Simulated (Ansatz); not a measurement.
Pulling on the Si1–I3 bond in FISi (SMILES F[Si]I) (multiplicity 1 held, fragments rigid). Energies count from the point at 2.513 Å.
Geometry at that point (charge 0, multiplicity 1):
```xyz
3

Si     0.7254     1.0195     1.1889
F      1.1609     2.1637     0.1435
I     -0.3888    -0.6367    -0.3384
```

Unrestricted levels (U-) break spin symmetry where that is lower. Active spaces are followed from a long bond inwards. Curves can end on different states.

Frozen-core correlation. Filled d and f shells under p-block atoms count as core.

Run with Ansatz (Gaussian orbitals). Values without a source in brackets are computed. In def2 rows elements past Kr take small-core potentials, without spin–orbit coupling.

Energies in eV.

| R (Å) | U-SCS-MP2/def2-SVP | U-CCSD(T)/def2-SVP | CASSCF(6,4)/def2-SVP | FIC-MRCISD+Q on CASSCF(6,4)/def2-SVP |
|---|---|---|---|---|
| 2.011 | 2.51 | 2.48 | 2.47 | 2.45 |
| 2.262 | 0.43 | 0.41 | 0.41 | 0.40 |
| 2.513 | 0.00 | 0.00 | 0.00 | 0.00 |
| 2.765 | 0.24 | 0.23 | 0.40 | 0.18 |
| 3.016 | 0.69 | 0.68 | 0.78 | 0.62 |
| 3.393 | 1.67 | 1.43 | 1.44 | 1.33 |
| 3.770 | 2.43 | 2.12 | 2.01 | 1.95 |
| 4.398 | 2.88 | 2.81 | 2.63 | 2.63 |
| 5.027 | 2.99 | 2.98 | 2.83 | 2.87 |
| 5.781 | 3.02 | 3.02 | 2.88 | 2.93 |
| 6.786 | 3.03 | 3.02 | 2.89 | 2.93 |
| 8.043 | 3.03 | 3.03 | 2.89 | 2.93 |

Doubts at one or more of the structures used: a spin-contaminated determinant (U-SCS-MP2/def2-SVP, U-CCSD(T)/def2-SVP); T1 above 0.05 (U-CCSD(T)/def2-SVP); active orbitals that take no part (CASSCF(6,4)/def2-SVP, FIC-MRCISD+Q on CASSCF(6,4)/def2-SVP).

Ansatz is a program for electronic structure.
